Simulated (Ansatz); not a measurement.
Reaction (SMILES): CB(C)C + 3 [H][H] (H2) → B (BH3) + 3 C (CH4)
Structures are relaxed separately at B3LYP-D3(BJ)/def2-TZVP in Ansatz (a first-principles code).

Wanted: energy of full hydrogenation (electronic energy difference), in kJ/mol. Correlated levels leave the core frozen unless marked. No spin-orbit coupling. Non-relativistic. Basis-set limits of correlation are two-point, X^-3; Hartree-Fock from the larger set. [CCSD(T)-MP2]/basis is that difference in the basis named.

```
level                          program  energy of full hydrogenation (kJ/mol)
----------------------  --------------  -------------------------------------
HF/aug-cc-pVDZ                  Ansatz                                 -117.6
revPBE/def2-TZVPD               Ansatz                                  -52.4
B97M-V/def2-TZVPD               Ansatz                                  -48.5
PBE0-D3(BJ)/def2-TZVPD  Ansatz + dftd3                                  -42.4
PBE0-D4/def2-TZVPD      Ansatz + dftd4                                  -42.1
PBE0/def2-TZVP                  Ansatz                                  -52.3
PBE0/def2-QZVPP                 Ansatz                                  -53.8
```

**Question.** What does RI-MP2/CBS(aug-cc-pVTZ,aug-cc-pVQZ)+[CCSD(T)-MP2]/aug-cc-pVTZ (Ansatz) give?

**Answer.** -50.7 kJ/mol
